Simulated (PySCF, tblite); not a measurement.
Isomers of C5H8F3NSi. Calculated harmonic vibrations of the isolated species, GFN2-xTB (tblite), most abundant isotopes, no scaling. Errors from tens to a few hundred cm⁻¹ against measured bands are possible. Modes of hydrogen on silicon can be 10 to 20 % off. One conformer each.

Electronic energies: PBE0/pcSseg-1 single points on the GFN2-xTB geometries (PySCF, gas phase).

```tsv
SMILES	electronic energy, lowest = 0 (kJ/mol)
FC(F)(F)C[Si@H]1C=CCN1	0.0
C#CCN[Si@H](C)C(F)(F)F	188.9
C#CCN[SiH2]C(F)(F)CF	299.6
CC#C[Si@@](C)(N)C(F)(F)F	63.1
C=N[SiH2][C@@H]1C[C@@H]1C(F)(F)F	147.6
```

Problem. How do GFN2-xTB zero-point energies change the relative energies?

Solution. 
```
                          SMILES  ZPE (kJ/mol)  of it from modes above 1550 cm⁻¹  electronic (kJ/mol)  with ZPE, lowest = 0 (kJ/mol)  lowest mode (cm⁻¹)  rings
          FC(F)(F)C[Si@H]1C=CCN1         327.6                             151.7                  0.0                            0.0                  29      1
        CC#C[Si@@](C)(N)C(F)(F)F         320.3                             164.3                 63.1                           55.9                  14      0
C=N[SiH2][C@@H]1C[C@@H]1C(F)(F)F         316.9                             146.3                147.6                          136.9                  44      1
          C#CCN[Si@H](C)C(F)(F)F         316.6                             157.8                188.9                          178.0                  16      0
            C#CCN[SiH2]C(F)(F)CF         313.3                             152.4                299.6                          285.3                  25      0
```

The zero-point energies span 14.3 kJ/mol, from `C#CCN[SiH2]C(F)(F)CF` to `FC(F)(F)C[Si@H]1C=CCN1`. The order is unchanged.

Problem. And how do the electronic energies of GFN2-xTB itself compare?

Solution. `FC(F)(F)C[Si@H]1C=CCN1` 0.0; `CC#C[Si@@](C)(N)C(F)(F)F` 138.4; `C=N[SiH2][C@@H]1C[C@@H]1C(F)(F)F` 83.4; `C#CCN[Si@H](C)C(F)(F)F` 156.1; `C#CCN[SiH2]C(F)(F)CF` 152.2 kJ/mol, lowest = 0. Against the energies above, taken from the same isomer `FC(F)(F)C[Si@H]1C=CCN1`, the largest difference is 147.4 kJ/mol.

Problem. What do entropy and thermal enthalpy add at 298.15 K and 1 bar (rigid rotor, harmonic oscillator, one conformer each)?

Solution. 
```tsv
SMILES	point group	symmetry number	S (J/(mol K))	H − H(0) (kJ/mol)	ZPE + H − H(0) − TS (kJ/mol)
FC(F)(F)C[Si@H]1C=CCN1	C1	1	436.1	30.82	228.3
C=N[SiH2][C@@H]1C[C@@H]1C(F)(F)F	C1	1	440.8	32.30	217.8
C#CCN[SiH2]C(F)(F)CF	C1	1	482.4	35.86	205.3
```

Not tabulated: `CC#C[Si@@](C)(N)C(F)(F)F` (lowest mode only 14 cm⁻¹); `C#CCN[Si@H](C)C(F)(F)F` (lowest mode only 16 cm⁻¹).
